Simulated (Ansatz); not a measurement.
Reaction (redistribution): `C[CH]([SiH3])[GeH3]` + `N#[C][SnH]([F])[F]` → `[F][SnH]([F])[SiH3]` + `C[CH]([GeH3])C#N`

Calculated with Ansatz (gas phase, PBE0-D4/def2-TZVP geometries, no zero-point term in ΔE). CCSD(T)/CBS is the MP2 limit (def2-TZVPP, def2-QZVPP) plus CCSD(T) − MP2 in def2-TZVPP, frozen cores. def2 core potentials past Kr. For Ge, Sn outer-core shells are correlated without core-valence functions, which leaves a few kJ/mol of doubt a bond. Scalar relativity is left out up to krypton.

`C[CH]([SiH3])[GeH3]`:

Z-matrix (Å, degrees):
```
C
C 1 1.531
H 1 1.094 2 111.5
H 1 1.094 2 111.8 3 -120.3
H 1 1.094 2 111.4 3 119.7
Si 2 1.874 1 111.9 3 -57.9
Ge 2 1.966 1 110.9 3 177.1
H 2 1.097 1 109.9 3 60.8
H 6 1.489 2 109.9 1 -62.7
H 6 1.490 2 110.5 1 56.5
H 6 1.488 2 110.9 1 177.1
H 7 1.539 2 111.1 1 -176.2
H 7 1.540 2 109.7 1 63.1
H 7 1.541 2 109.2 1 -55.7
```

`N#[C][SnH]([F])[F]`:

```xyz
6

N     0.962    2.469    0.168
C     0.548    1.397    0.091
Sn   -0.138   -0.562   -0.132
F    -2.019   -0.427   -0.307
F     0.125   -1.388    1.552
H     0.521   -1.489   -1.372
```

`[F][SnH]([F])[SiH3]`:

Cartesian coordinates in Å:
```
F -1.351 2.046 0.474
Sn -1.099 0.144 0.424
F -2.242 -0.389 -1.022
Si 1.314 -0.282 -0.327
H -1.860 -0.441 1.831
H 2.225 0.231 0.725
H 1.518 0.435 -1.607
H 1.493 -1.744 -0.498
```

`C[CH]([GeH3])C#N`:

Cartesian coordinates in Å:
```
C -0.263 -1.065 0.989
C 0.300 -0.415 -0.277
Ge 0.331 1.569 -0.130
C -0.450 -0.780 -1.457
N -1.070 -1.047 -2.391
H -0.251 -2.154 0.908
H 0.334 -0.779 1.857
H -1.294 -0.752 1.165
H 1.338 -0.726 -0.431
H 0.932 2.171 -1.406
H 1.198 1.918 1.090
H -1.106 2.059 0.083
```

```csv
species,CCSD(T)/CBS(def2) energy (Eh)
`C[CH]([SiH3])[GeH3]`,-2447.30478
`N#[C][SnH]([F])[F]`,-507.00240
`[F][SnH]([F])[SiH3]`,-705.15468
`C[CH]([GeH3])C#N`,-2249.16184
```

Task: Work out ΔE.

Result: ΔE = (-705.15468) + (-2249.16184) − (-2447.30478) − (-507.00240) = -0.00934 Eh = -0.25 eV.

Largest T1 diagnostic among the species: 0.015.

In def2-TZVPP, CCSD(T) changes the Hartree–Fock value by +0.11 eV (the triples alone add +0.02 eV) and MP2 by +0.11 eV. From PBE to PBE0 (25 % exact exchange), in def2-TZVPP and without D4, ΔE moves by +0.05 eV.
